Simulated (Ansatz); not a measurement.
An input meant for (HMg-mu-NH2)2 (Mg₂N₂H₆) (charge 0, singlet; with a point charge).

```yaml
crystal:
  periodic: [false, false, false]
  atoms:
    - {symbol: Mg, position_ang: [1.431669, 0.327776, 0.266119]}
    - {symbol: H, position_ang: [3.078084, 0.704537, 0.572074]}
    - {symbol: N, position_ang: [-0.365746, 0.535943, 1.307663]}
    - {symbol: Mg, position_ang: [-1.431293, -0.330481, -0.264894]}
    - {symbol: H, position_ang: [-3.077152, -0.710850, -0.569284]}
    - {symbol: N, position_ang: [0.365675, -0.535524, -1.307837]}
    - {symbol: H, position_ang: [-0.631681, 1.493007, 1.555094]}
    - {symbol: H, position_ang: [-0.422125, 0.054132, 2.208954]}
    - {symbol: H, position_ang: [0.420215, -0.047955, -2.206289]}
    - {symbol: H, position_ang: [0.632343, -1.490584, -1.561600]}
basis:
  gaussian: {orbitals: "6-31++G**", point_charges: [{charge: 1.00, position_ang: [7.365, -0.824, 0.114]}]}
hamiltonian: {xc: {name: r2SCANh}}
charge: 1
output: {forces: true}
```

```sh
$ ansatz run in.yaml --threads 4 --pin off --events-out ev --progress --plain --max-ram 3916MiB
```

It prints (some lines left out):

```
Error: YAML parse error: error: line 17 column 1: unknown field `charge`, expected one of crystal, accuracy, basis, kpoints, hamiltonian, magnetization, projection, total_charge, correlation, batch, efield, external_charges, scf, relax, neb, saddle, md, ramp, phonons, dielectric, real_time, elastic, magnetic_configurations, gw, evaluate, workflow, output, checkpoint, execution
  --> <input>:17:1
   |
15 |   gaussian: {orbitals: "6-31++G**", point_charges: [{charge: 1.00…
16 | hamiltonian: {xc: {name: r2SCANh}}
17 | charge: 1
   | ^ unknown field `charge`, expected one of crystal, accuracy, basis, kpoints, hamiltonian, magnetization, projection, total_charge, correlation, batch, efield, external_charges, scf, relax, neb, saddle, md, ramp, phonons, dielectric, real_time, elastic, magnetic_configurations, gw, evaluate, workflow, output, checkpoint, execution
18 | output: {forces: true}
   |
```

In this input the input holds a key that doesn't belong there (the charge goes under total_charge). The program refused the input.
